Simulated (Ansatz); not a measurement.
Start from `BC(C)(Cl)C=O` and change one atom or group to get `CC(Cl)C=O`.

Ansatz, PBE0-D4/def2-TZVP geometries, multiplicity 1. Each molecule was computed in one conformer, which needn't be the lowest. `BC(C)(Cl)C=O` holds a close contact that its SMILES doesn't draw: Cl···B 2.09 Å.

| property | `BC(C)(Cl)C=O` |
| --- | --- |
| HOMO–LUMO gap (B3LYP/def2-TZVPP) / eV | 5.77 |
| size of the dipole moment (B3LYP/def2-TZVPP) / D | 1.53 |
| HOMO energy (B3LYP/def2-TZVPP) / eV | -7.66 |
| ideal-gas entropy at 298 K and 1 bar (rigid rotor, harmonic PBE0-D4/def2-TZVP) / J/(mol·K) | 345 |
| LUMO energy (ωB97M-V/def2-TZVPP) / eV | 0.61 |
| HOMO–LUMO gap (ωB97M-V/def2-TZVPP) / eV | 10.90 |

Q: What does the change do to each property? (An estimate is asked.)

A: The calculation gave: 
```tsv
property	`CC(Cl)C=O`	shift
HOMO–LUMO gap (B3LYP/def2-TZVPP) / eV	6.04	0.27
size of the dipole moment (B3LYP/def2-TZVPP) / D	1.85	0.32
HOMO energy (B3LYP/def2-TZVPP) / eV	-7.62	0.04
ideal-gas entropy at 298 K and 1 bar (rigid rotor, harmonic PBE0-D4/def2-TZVP) / J/(mol·K)	324	-21
LUMO energy (ωB97M-V/def2-TZVPP) / eV	1.01	0.40
HOMO–LUMO gap (ωB97M-V/def2-TZVPP) / eV	11.24	0.34
```

The zero-point energy changes by -28.8 kJ/mol with -6 modes. Dipoles are sizes alone; their direction can turn.

Positive LUMOs are unbound, so they and the gaps depend on the basis.

B3LYP here is the variant with VWN-RPA as its local correlation; programs differ in this.
